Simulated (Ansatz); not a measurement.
A CCSD(T) single point on `O=C=[N][Ge]([F])([Cl])[Cl]`.

```yaml
crystal:
  periodic: [false, false, false]
  atoms:
    - {symbol: O, position_ang: [-2.260434, 1.297316, 1.380033]}
    - {symbol: C, position_ang: [-1.598896, 0.608669, 0.725544]}
    - {symbol: N, position_ang: [-0.983129, -0.152316, 0.018758]}
    - {symbol: Ge, position_ang: [0.731597, -0.411500, -0.436554]}
    - {symbol: F, position_ang: [0.727100, -1.732471, -1.516743]}
    - {symbol: Cl, position_ang: [1.912191, -0.933923, 1.229697]}
    - {symbol: Cl, position_ang: [1.532770, 1.256226, -1.446534]}
basis:
  gaussian: {orbitals: def2-TZVPP}
correlation: {method: ccsd_t, frozen_orbitals: {C: 1, Cl: 5, F: 1, Ge: 14, "N": 1, O: 1}}
output: {orbitals: {seedname: orbitals}}
```

```sh
$ ansatz run in.yaml --threads 2 --pin off --events-out ev --progress --plain --backend cuda
```

Output of Ansatz, abridged:

```
Functional definition: HF
1637 factors; integrals over basis functions are off by at most 8.2e-4 eV
mean field evaluation 1: about -88739.9727 eV, gradient 4.8e1 eV
mean field evaluation 2: about -88740.3078 eV, gradient 4.8e1 eV
mean field evaluation 4: about -88744.5206 eV, gradient 4.1e0 eV
mean field evaluation 8: about -88744.5827 eV, gradient 6.7e-1 eV
mean field -88744.58387685 eV, -3261.3033042350 hartree, gradient 1.6e-6 eV, S^2 0.000000; 0 other end points of the search recorded, 0 dependent functions left out
28 core orbitals not correlated: weight in the atoms' cores, before any rotation towards them, 0.955 or more for the frozen orbitals, at most 0.043 for the correlated occupied ones
reference -88744.58387685 eV, -3261.3033042350 hartree; 20, 20 occupied and 208, 208 virtual orbitals, 1637 factors
second order -35.00287342 eV of doubles, -0.00000000 eV of singles
cycle   1  -34.56562013 eV  change    4.4e-1 eV  update   1.5e-1
cycle   2  -35.41408682 eV  change   -8.5e-1 eV  update   4.8e-2
cycle   3  -35.62321264 eV  change   -2.1e-1 eV  update   2.1e-2
cycle   4  -35.60194201 eV  change    2.1e-2 eV  update   4.8e-3
cycle   5  -35.59619954 eV  change    5.7e-3 eV  update   1.9e-3
cycle   6  -35.59728917 eV  change   -1.1e-3 eV  update   6.0e-4
cycle   7  -35.59713086 eV  change    1.6e-4 eV  update   1.7e-4
cycle   8  -35.59698852 eV  change    1.4e-4 eV  update   5.8e-5
cycle   9  -35.59701025 eV  change   -2.2e-5 eV  update   2.1e-5
perturbative correction -1.59895578 eV, -0.0587605410 hartree
Total energy: -88781.77984288 eV, -3262.6702307741 hartree
```

Hardware: 2 threads of an AMD EPYC 7R13 on a shared host and a share of an NVIDIA H100 80 GB. Wall time 8.5 s, peak host memory 0.83 GiB.

The correlation energy is -37.196 eV, 4.3 % of it from (T); the T1 diagnostic reads 0.0138.
